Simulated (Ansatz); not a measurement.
`CO[Si](F)(F)F` + H₂O → `CO[Si](O)(F)F` + H–F at 500 K and 1 bar (formal hydrolysis of the Si–F bond).

Gas-phase electronic energies from Ansatz, PBE0-D4/def2-TZVP geometries. CBS: MP2 limit from def2 TZ/QZ plus the TZ coupled-cluster correction, frozen cores. This one scheme is used for every species. Each species was taken in one conformer, which may not be the lowest.

```
        species  CCSD(T)/CBS energy (Eh)  H − E (kJ/mol)  S (J/(mol·K))
`CO[Si](F)(F)F`               -703.74509           183.3          420.7
            H₂O                -76.37941            73.2          206.3
`CO[Si](O)(F)F`               -679.71512           216.7          435.7
            H–F               -100.39570            39.4          188.7
```

H − E and S are ideal-gas, rigid-rotor, harmonic terms from PBE0-D4/def2-TZVP, for one conformer and one mirror image of each species. 1 Eh = 2625.50 kJ/mol, R = 8.31446 J/(mol·K).

Q: By hand: ΔE, ΔH, ΔS and ΔG.

A: ΔE = (-679.71512) + (-100.39570) − (-703.74509) − (-76.37941) = 0.01368 Eh = 35.9 kJ/mol. Δ(H − E) = 216.7 + 39.4 − 183.3 − 73.2 = -0.4, so ΔH = 35.5 kJ/mol. ΔS = 435.7 + 188.7 − 420.7 − 206.3 = -2.6 J/(mol·K). ΔG = 35.5 − 500 × (-2.6)/1000 = 36.8 kJ/mol.

Q: By hand: the equilibrium constant, and the temperature at which ΔG would vanish if ΔH and ΔS stayed fixed.

A: log₁₀ K = −ΔG/(RT ln 10) = -3.8. ΔH and −TΔS have one sign here, so there is no such temperature.

The number of gas molecules stays the same, so ΔS is small and ΔH decides. A doubt of 5 kJ/mol in ΔE shifts log₁₀ K by 0.5 here. Other conformers and mirror images would add mixing entropy, several J/(mol·K) or more a flexible species. Modes under 60 cm⁻¹, often nearly free rotors, make the harmonic entropy too high. These are equilibria of isolated gas molecules and say nothing of rates. Largest T1 diagnostic: 0.011 (customary marks: 0.02 for closed shells, 0.045 for open ones).

ΔS is within the doubt of such terms, so its sign, and with it that verdict, could turn.
